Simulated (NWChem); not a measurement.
System: MgNH3; SMILES [NH2][MgH]

NWChem input:

```
start job
memory heap 200 mb stack 900 mb global 1100 mb
geometry units angstroms
  Mg    -0.385740    -0.228019    -0.564218
  H     -1.680166     0.081476    -1.448064
  N      0.650217     0.306434     0.891150
  H      1.436353    -0.077798     1.396958
  H      0.509729     1.236342     1.272647
end
basis spherical
  * library def2-tzvp
end
dft
  xc pbe0
  disp vdw 4
  iterations 150
end
driver
  maxiter 120
end
task dft optimize
task dft freq
```

NWChem printed, in part:

```
             Northwest Computational Chemistry Package (NWChem) 7.3.0
             --------------------------------------------------------

 C1  symmetry detected

                             Geometry "geometry" -> ""
                             -------------------------

 Output coordinates in angstroms (scale by  1.889725989 to convert to a.u.)

  No.       Tag          Charge          X              Y              Z
 ---- ---------------- ---------- -------------- -------------- --------------
    1 Mg                  12.0000    -0.08161944    -0.75479608     0.00872424
    2 H                    1.0000     0.75065605    -2.11405577    -0.10191116
    3 N                    7.0000    -0.00004502     1.10796811    -0.01122920
    4 H                    1.0000    -0.67564514     1.85965515    -0.01533427
    5 H                    1.0000     0.90473749     1.55617676     0.09115899

 Effective nuclear repulsion energy (a.u.)      41.7390825071

                                Z-matrix (autoz)
                                --------

 Units are Angstrom for bonds and degrees for angles

      Type          Name      I     J     K     L     M      Value
      ----------- --------  ----- ----- ----- ----- ----- ----------
    1 Stretch                  1     2                       1.59766
    2 Stretch                  1     3                       1.86466
    3 Stretch                  3     4                       1.01069
    4 Stretch                  3     5                       1.01489
    5 Bend                     1     3     4               135.54371
    6 Bend                     1     3     5               118.62700
    7 Bend                     2     1     3               145.72956
    8 Bend                     4     3     5               105.53841
    9 Torsion                  2     1     3     4         172.32058
   10 Torsion                  2     1     3     5         -14.90935

                           NWChem Geometry Optimization
                           ----------------------------

 maximum gradient threshold         (gmax) =   0.000450
 rms gradient threshold             (grms) =   0.000300
 maximum cartesian step threshold   (xmax) =   0.001800
 rms cartesian step threshold       (xrms) =   0.001200
 fixed trust radius                (trust) =   0.300000
 source of zmatrix                         =   autoz

          -------------------
          Energy Minimization
          -------------------

 Using diagonal initial Hessian
 Scaling for Hessian diagonals: bonds = 1.00  angles = 0.25  torsions = 0.10

          --------
          Step   0

                                 NWChem DFT Module
                                 -----------------

 Summary of "ao basis" -> "ao basis" (spherical)
 ------------------------------------------------------------------------------
       Tag                 Description            Shells   Functions and Types
 ---------------- ------------------------------  ------  ---------------------
 Mg                        def2-tzvp                12       32   5s4p3d
 H                         def2-tzvp                 4        6   3s1p
 N                         def2-tzvp                11       31   5s3p2d1f

            General Information
            -------------------
          SCF calculation type: DFT
          Wavefunction type:  closed shell.
          No. of atoms     :     5
          No. of electrons :    22
           Alpha electrons :    11
            Beta electrons :    11
          Charge           :     0
          Spin multiplicity:     1
          Use of symmetry is: off; symmetry adaption is: off
          Maximum number of iterations: 150
          AO basis - number of functions:    81
                     number of shells:    35
          Convergence on energy requested:  1.00D-06
          Convergence on density requested:  1.00D-05
          Convergence on gradient requested:  5.00D-04

              XC Information
              --------------
                         PBE0 Method XC Functional
                     Hartree-Fock (Exact) Exchange  0.250
          PerdewBurkeErnzerhof Exchange Functional  0.750
            Perdew 1991 LDA Correlation Functional  1.000 local
           PerdewBurkeErnz. Correlation Functional  1.000 non-local

[...]

      ----------------------
      Optimization converged
      ----------------------

  Step       Energy      Delta E   Gmax     Grms     Xrms     Xmax
  ---- ---------------- -------- -------- -------- -------- --------
@   12    -256.48128503 -6.1D-08  0.00015  0.00007  0.00065  0.00174
                                     ok       ok       ok       ok

                                Z-matrix (autoz)
                                --------

 Units are Angstrom for bonds and degrees for angles

      Type          Name      I     J     K     L     M      Value     Gradient
      ----------- --------  ----- ----- ----- ----- ----- ---------- ----------
    1 Stretch                  1     2                       1.69809   -0.00015
    2 Stretch                  1     3                       1.88815   -0.00012
    3 Stretch                  3     4                       1.00947    0.00011
    4 Stretch                  3     5                       1.00937    0.00003
    5 Bend                     1     3     4               126.57844    0.00002
    6 Bend                     1     3     5               126.58506    0.00002
    7 Bend                     2     1     3               179.98208   -0.00000
    8 Bend                     4     3     5               106.83608   -0.00005
    9 Torsion                  2     1     3     4         169.26932    0.00001
   10 Torsion                  2     1     3     5         -10.99597   -0.00001

                         Geometry "geometry" -> "geometry"
                         ---------------------------------

 Output coordinates in angstroms (scale by  1.889725989 to convert to a.u.)

  No.       Tag          Charge          X              Y              Z
 ---- ---------------- ---------- -------------- -------------- --------------
    1 Mg                  12.0000     0.28723268    -0.69677410    -0.03859109
    2 H                    1.0000     0.46454974    -2.38475581    -0.09144020
    3 N                    7.0000     0.09065225     1.18019741     0.02010236
    4 H                    1.0000    -0.77657628     1.69563043    -0.01549655
    5 H                    1.0000     0.83222554     1.86065024     0.09683407

 Effective nuclear repulsion energy (a.u.)      41.0788478132

                Final and change from initial internal coordinates
                --------------------------------------------------

                                Z-matrix (autoz)
                                --------

 Units are Angstrom for bonds and degrees for angles

[...]

 Rotational Constants
 --------------------
 A=  12.729234 cm-1  ( 18.314120 K)
 B=   0.385349 cm-1  (  0.554419 K)
 C=   0.374026 cm-1  (  0.538128 K)

 Temperature                      =   298.15K
 frequency scaling parameter      =   1.0000

 Zero-Point correction to Energy  =   18.010 kcal/mol  (  0.028700 au)
 Thermal correction to Energy     =   20.747 kcal/mol  (  0.033062 au)
 Thermal correction to Enthalpy   =   21.339 kcal/mol  (  0.034006 au)

 Total Entropy                    =   61.386 cal/mol-K
   - Translational                =   37.045 cal/mol-K (mol. weight =  41.0116)
   - Rotational                   =   19.406 cal/mol-K (symmetry #  =        1)
   - Vibrational                  =    4.935 cal/mol-K

 Cv (constant volume heat capacity) =   13.022 cal/mol-K
   - Translational                  =    2.979 cal/mol-K
   - Rotational                     =    2.979 cal/mol-K
   - Vibrational                    =    7.063 cal/mol-K

[normal modes left out]

 ----------------------------------------------------------------------------
 Normal Eigenvalue ||           Projected Infra Red Intensities
  Mode   [cm**-1]  || [atomic units] [(debye/angs)**2] [(KM/mol)] [arbitrary]
 ------ ---------- || -------------- ----------------- ---------- -----------
    1       -0.000 ||    0.000355           0.008         0.346       0.051
    2       -0.000 ||    0.000000           0.000         0.000       0.000
    3       -0.000 ||    0.000271           0.006         0.264       0.039
    4        0.000 ||    0.000001           0.000         0.001       0.000
    5        0.000 ||    0.000201           0.005         0.195       0.029
    6        0.000 ||    0.000445           0.010         0.434       0.064
    7      291.556 ||    0.319987           7.382       311.939      46.279
    8      305.156 ||    0.196695           4.538       191.748      28.448
    9      351.803 ||    0.073014           1.684        71.178      10.560
   10      526.198 ||    0.168146           3.879       163.917      24.319
   11      692.956 ||    0.056906           1.313        55.474       8.230
   12     1558.314 ||    0.011359           0.262        11.073       1.643
   13     1640.778 ||    0.200008           4.614       194.978      28.927
   14     3579.027 ||    0.001901           0.044         1.853       0.275
   15     3658.070 ||    0.007850           0.181         7.653       1.135
 ----------------------------------------------------------------------------
```

Level: PBE0-D3(BJ)/def2-TZVP. The printed entropy takes a lower symmetry number than the molecule has.
